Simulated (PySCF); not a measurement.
**Zr: excitation energy**

Zr [Kr] 4d2 5s2 (3F) → Zr [Kr] 4d3 5s1, s spin flipped, as a difference of total energies. Calculation: PySCF 2.14, in aug-cc-pwCVDZ-PP with ECP28MDF (6s6p5d3f, 70 functions); a scalar-relativistic core potential. Correlated levels: valence: 4s2 4p6 frozen; valence and next inner shell: nothing frozen outside the core potential. The calculations carry no spin-orbit coupling.

```
                                method  excitation energy (eV)
                                   UHF                   1.046
                                   LDA                   1.076
                                   PBE                   1.019
                                  PBE0                   0.993
                                r2SCAN                   0.992
                               r2SCANh                   0.973
                                 B97-3                   1.043
                                 TPSSh                   1.080
                                revPBE                   0.967
                         MP2 (valence)                   1.256
                     SCS-MP2 (valence)                   1.394
    MP2 (valence and next inner shell)                   1.391
SCS-MP2 (valence and next inner shell)                   1.487
```

Q: How much does correlation contribute at MP2 (valence and next inner shell)?

A: 1.391 − (1.046) = 0.345 eV, measured against UHF.

The upper determinant mixes two multiplicities, so it lies between the two terms.
